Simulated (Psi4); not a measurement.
Input file for Psi4: SAPT0/jun-cc-pV(D+d)Z on CH6S2 (a complex), monomers drawn apart or pushed together.

```
memory 2025 MB

molecule dimer {
0 1
S     0.59624197    0.39125548    0.22883725
H     0.16097036    0.80605790    1.43809472
H    -0.63877004    0.04382232   -0.16652665
--
0 1
C    -0.35160866   -1.25486054    4.06265017
S    -0.40145248    0.53765366    4.39386487
H     0.05645730   -1.79692897    4.91251389
H    -1.38518400   -1.56195720    3.91225860
H     0.21558312   -1.46773356    3.15900079
H     0.91810065    0.71130109    4.57458116
units angstrom
symmetry c1
no_reorient
no_com
}

set {
  basis jun-cc-pV(D+d)Z
  scf_type df
  freeze_core true
}

energy('sapt0')
```

Program output:

```
[...]
==> Input File <==

--------------------------------------------------------------------------
memory 2025 MB

molecule dimer {
0 1
S     0.59624197    0.39125548    0.22883725
H     0.16097036    0.80605790    1.43809472
H    -0.63877004    0.04382232   -0.16652665
--
0 1
C    -0.35160866   -1.25486054    4.06265017
S    -0.40145248    0.53765366    4.39386487
H     0.05645730   -1.79692897    4.91251389
H    -1.38518400   -1.56195720    3.91225860
H     0.21558312   -1.46773356    3.15900079
H     0.91810065    0.71130109    4.57458116
units angstrom
symmetry c1
no_reorient
no_com
}

set {
  basis jun-cc-pV(D+d)Z
  scf_type df
  freeze_core true
}

energy('sapt0')
--------------------------------------------------------------------------


   => Loading Basis Set <=

    Name: JUN-CC-PV(D+D)Z
    Role: ORBITAL
    Keyword: BASIS
    atoms 1, 5     entry S          line   698 file jun-cc-pv_dpd_z.gbs
    atoms 2-3, 6-9 entry H          line    60 file jun-cc-pv_dpd_z.gbs
    atoms 4        entry C          line   188 file jun-cc-pv_dpd_z.gbs

   => Loading Basis Set <=

    Name: JUN-CC-PV(D+D)Z
    Role: ORBITAL
    Keyword: BASIS
    atoms 1, 5     entry S          line   698 file jun-cc-pv_dpd_z.gbs
    atoms 2-3, 6-9 entry H          line    60 file jun-cc-pv_dpd_z.gbs
    atoms 4        entry C          line   188 file jun-cc-pv_dpd_z.gbs


  //>>>>>>>>>>>>>>>>>>>>>>>>>>>>>>>>>>>//
  //              Dimer HF             //
  //<<<<<<<<<<<<<<<<<<<<<<<<<<<<<<<<<<<//

   => Libint2 <=

    Primary   basis highest AM E, G, H:  7, 6, 3
    Auxiliary basis highest AM E, G, H:  7, 7, 4
    Onebody   basis highest AM E, G, H:  -, -, -
    Solid Harmonics ordering:            Gaussian


   => Loading Basis Set <=

    Name: JUN-CC-PV(D+D)Z
    Role: ORBITAL
    Keyword: BASIS
    atoms 1, 5     entry S          line   698 file jun-cc-pv_dpd_z.gbs
    atoms 2-3, 6-9 entry H          line    60 file jun-cc-pv_dpd_z.gbs
    atoms 4        entry C          line   188 file jun-cc-pv_dpd_z.gbs


         ---------------------------------------------------------
                                   SCF
               by Justin Turney, Rob Parrish, Andy Simmonett
                          and Daniel G. A. Smith
                              RHF Reference
                        1 Threads,   1931 MiB Core
         ---------------------------------------------------------

  ==> Geometry <==

    Molecular point group: c1
    Full point group: C1

    Geometry (in Angstrom), charge = 0, multiplicity = 1:

       Center              X                  Y                   Z               Mass
    ------------   -----------------  -----------------  -----------------  -----------------
         S            0.596241970000     0.391255480000     0.228837250000    31.972071174400
         H            0.160970360000     0.806057900000     1.438094720000     1.007825032230
         H           -0.638770040000     0.043822320000    -0.166526650000     1.007825032230
         C           -0.351608660000    -1.254860540000     4.062650170000    12.000000000000
         S           -0.401452480000     0.537653660000     4.393864870000    31.972071174400
         H            0.056457300000    -1.796928970000     4.912513890000     1.007825032230
         H           -1.385184000000    -1.561957200000     3.912258600000     1.007825032230
         H            0.215583120000    -1.467733560000     3.159000790000     1.007825032230
         H            0.918100650000     0.711301090000     4.574581160000     1.007825032230

  Running in c1 symmetry.

  Rotational constants: A =      0.29119  B =      0.01855  C =      0.01793 [cm^-1]
  Rotational constants: A =   8729.53865  B =    556.11747  C =    537.60750 [MHz]
  Nuclear repulsion =  127.757020685496187

  Charge       = 0
  Multiplicity = 1
  Electrons    = 44
  Nalpha       = 22
  Nbeta        = 22

  ==> Algorithm <==

  SCF Algorithm Type is DF.
  DIIS enabled.
  MOM disabled.
  Fractional occupation disabled.
  Guess Type is SAD.
  Energy threshold   = 1.00e-08
  Density threshold  = 1.00e-08
  Integral threshold = 1.00e-12

  ==> Primary Basis <==

  Basis Set: JUN-CC-PV(D+D)Z
    Blend: JUN-CC-PV(D+D)Z
    Number of shells: 48
    Number of basis functions: 102
    Number of Cartesian functions: 107
    Spherical Harmonics?: true
    Max angular momentum: 2

   => Loading Basis Set <=

    Name: (JUN-CC-PV(D+D)Z AUX)
    Role: JKFIT
    Keyword: DF_BASIS_SCF
    atoms 1, 5     entry S          line   666 file jun-cc-pvdz-jkfit.gbs
    atoms 2-3, 6-9 entry H          line    70 file jun-cc-pvdz-jkfit.gbs
    atoms 4        entry C          line   146 file jun-cc-pvdz-jkfit.gbs

  ==> Integral Setup <==

  DFHelper Memory: AOs need 0.038 GiB; user supplied 1.414 GiB.
  SCF_SUBTYPE=INCORE selected. In-core MEM_DF algorithm will be used.
  Using in-core AOs.

  ==> MemDFJK: Density-Fitted J/K Matrices <==

    J tasked:                   Yes
    K tasked:               
[...]
rgy:  -437.73235374995670

   => Energetics <=

    Nuclear Repulsion Energy =             56.2200249605075157
    One-Electron Energy =                -714.8235851249748976
    Two-Electron Energy =                 220.8712064145106524
    Total Energy =                       -437.7323537499567010

Computation Completed


Properties will be evaluated at   0.000000,   0.000000,   0.000000 [a0]

Properties computed using the SCF density matrix


 Multipole Moments:

 ------------------------------------------------------------------------------------
     Multipole            Electronic (a.u.)      Nuclear  (a.u.)        Total (a.u.)
 ------------------------------------------------------------------------------------

 L = 1.  Multiply by 2.5417464519 to convert [e a0] to [Debye]
 Dipole X            :         16.8580876          -16.4934060            0.3646817
 Dipole Y            :          5.1528062           -5.7485909           -0.5957848
 Dipole Z            :       -210.2770281          210.2057518           -0.0712763
 Magnitude           :                                                    0.7021627

 ------------------------------------------------------------------------------------

  Constructing Basis Sets for SAPT...

   => Loading Basis Set <=

    Name: (JUN-CC-PV(D+D)Z AUX)
    Role: RIFIT
    Keyword: DF_BASIS_SAPT
    atoms 1, 5     entry S          line   488 file jun-cc-pvdz-ri.gbs
    atoms 2-3, 6-9 entry H          line    30 file jun-cc-pvdz-ri.gbs
    atoms 4        entry C          line   100 file jun-cc-pvdz-ri.gbs

   => Loading Basis Set <=

    Name: (JUN-CC-PV(D+D)Z AUX)
    Role: JKFIT
    Keyword: DF_BASIS_ELST
    atoms 1, 5     entry S          line   666 file jun-cc-pvdz-jkfit.gbs
    atoms 2-3, 6-9 entry H          line    70 file jun-cc-pvdz-jkfit.gbs
    atoms 4        entry C          line   146 file jun-cc-pvdz-jkfit.gbs


  //>>>>>>>>>>>>>>>>>>>>>>>>>>>>>>>>>>>//
  //               SAPT0               //
  //<<<<<<<<<<<<<<<<<<<<<<<<<<<<<<<<<<<//



        SAPT0
    Ed Hohenstein
     6 June 2009

      Orbital Information
  --------------------------
    NSO        =       102
    NMO        =       102
    NRI        =       319
    NRI (Elst) =       459
    NOCC A     =         9
    NOCC B     =        13
    FOCC A     =         5
    FOCC B     =         6
    NVIR A     =        93
    NVIR B     =        89

    Elst10,r            =    -0.003477215262 [Eh]
    Exch10              =     0.003247219570 [Eh]
    Exch10 (S^2)        =     0.003238475517 [Eh]

    Maxiter = 50
    CPHF R converge = 1.000000E-08

    Iter     Energy [mEh]          dE [mEh]         Residual      Time [s]
       1      -0.42616033       0.426160332     2.920879e-03             0
       2      -0.50726371       0.081103382     1.129408e-03             0
       3      -0.51560254       0.008338829     2.227607e-04             0
       4      -0.51254836      -0.003054183     3.870456e-05             0
       5      -0.51276140       0.000213042     1.468565e-05             0
       6      -0.51280446       0.000043059     3.412782e-06             0
       7      -0.51277994      -0.000024517     7.011740e-07             0
       8      -0.51278311       0.000003169     2.187974e-07             0
       9      -0.51278305      -0.000000060     8.545652e-08             0
      10      -0.51278283      -0.000000224     1.765287e-08             0
      11      -0.51278288       0.000000055     4.090900e-09             0

    CHF Iterations converged

    Maxiter = 50
    CPHF R converge = 1.000000E-08

    Iter     Energy [mEh]          dE [mEh]         Residual      Time [s]
       1      -0.60898038       0.608980377     4.044696e-03             0
       2      -0.78658576       0.177605381     1.634375e-03             0
       3      -0.79778025       0.011194492     3.552153e-04             0
       4      -0.79252521      -0.005255040     6.114838e-05             0
       5      -0.79298926       0.000464053     2.327077e-05             0
       6      -0.79308418       0.000094916     8.428350e-06             0
       7      -0.79303011      -0.000054071     3.006329e-06             0
       8      -0.79302827      -0.000001836     8.114047e-07             0
       9      -0.79303235       0.000004076     1.736632e-07             0
      10      -0.79303192      -0.000000425     4.414975e-08             0
      11      -0.79303189      -0.000000031     1.016604e-08             0
      12      -0.79303191       0.000000021     2.037000e-09             0

    CHF Iterations converged

    Ind20,r (A<-B)      =    -0.000512782884 [Eh]
    Ind20,r (B<-A)      =    -0.000793031913 [Eh]
    Ind20,r             =    -0.001305814798 [Eh]
    Exch-Ind20,r (A<-B) =     0.000368598439 [Eh]
    Exch-Ind20,r (B<-A) =     0.000555498143 [Eh]
    Exch-Ind20,r        =     0.000924096582 [Eh]
    Disp20              =    -0.002091337259 [Eh]
    Disp20 (SS)         =    -0.001045668630 [Eh]
    Disp20 (OS)         =    -0.001045668630 [Eh]
    Exch-Disp20         =     0.000228192109 [Eh]
    Exch-Disp20 (SS)    =     0.000118524688 [Eh]
    Exch-Disp20 (OS)    =     0.000109667421 [Eh]

    SAPT Results
  --------------------------------------------------------------------------------------------------------
    Electrostatics                 -3.47721526 [mEh]      -2.18198552 [kcal/mol]      -9.12942741 [kJ/mol]
      Elst10,r                     -3.47721526 [mEh]      -2.18198552 [kcal/mol]      -9.12942741 [kJ/mol]

    Exchange                        3.24721957 [mEh]       2.03766104 [kcal/mol]       8.52557381 [kJ/mol]
      Exch10                        3.24721957 [mEh]       2.03766104 [kcal/mol]       8.52557381 [kJ/mol]
      Exch10(S^2)                   3.23847552 [mEh]       2.03217407 [kcal/mol]       8.50261630 [kJ/mol]

    Induction                      -0.86939597 [mEh]      -0.54555421 [kcal/mol]      -2.28259882 [kJ/mol]
      Ind20,r                      -1.30581480 [mEh]      -0.81941116 [kcal/mol]      -3.42841628 [kJ/mol]
      Exch-Ind20,r                  0.92409658 [mEh]       0.57987936 [kcal/mol]       2.42621524 [kJ/mol]
      delta HF,r (2)               -0.48767776 [mEh]      -0.30602241 [kcal/mol]      -1.28039778 [kJ/mol]

    Dispersion                     -1.86314515 [mEh]      -1.16914123 [kcal/mol]      -4.89168692 [kJ/mol]
      Disp20                       -2.09133726 [mEh]      -1.31233394 [kcal/mol]      -5.49080522 [kJ/mol]
      Exch-Disp20                   0.22819211 [mEh]       0.14319271 [kcal/mol]       0.59911830 [kJ/mol]
      Disp20 (SS)                  -1.04566863 [mEh]      -0.65616697 [kcal/mol]      -2.74540261 [kJ/mol]
      Disp20 (OS)                  -1.04566863 [mEh]      -0.65616697 [kcal/mol]      -2.74540261 [kJ/mol]
      Exch-Disp20 (SS)              0.11852469 [mEh]       0.07437536 [kcal/mol]       0.31118652 [kJ/mol]
      Exch-Disp20 (OS)              0.10966742 [mEh]       0.06881735 [kcal/mol]       0.28793178 [kJ/mol]

  Total HF                         -1.09939167 [mEh]      -0.68987869 [kcal/mol]      -2.88645242 [kJ/mol]
  Total SAPT0                      -2.96253682 [mEh]      -1.85901992 [kcal/mol]      -7.77813934 [kJ/mol]

  Special recipe for scaled SAPT0 (see Manual):
    Electrostatics sSAPT0          -3.47721526 [mEh]      -2.18198552 [kcal/mol]      -9.12942741 [kJ/mol]
    Exchange sSAPT0                 3.24721957 [mEh]       2.03766104 [kcal/mol]       8.52557381 [kJ/mol]
    Induction sSAPT0               -0.86189042 [mEh]      -0.54084440 [kcal/mol]      -2.26289298 [kJ/mol]
    Dispersion sSAPT0              -1.86129176 [mEh]      -1.16797821 [kcal/mol]      -4.88682085 [kJ/mol]
  Total sSAPT0                     -2.95317787 [mEh]      -1.85314709 [kcal/mol]      -7.75356744 [kJ/mol]
  --------------------------------------------------------------------------------------------------------



*** Psi4 exiting successfully. Buy a developer a beer!
```

The run finished.

Cost: roughly 7 core-seconds.
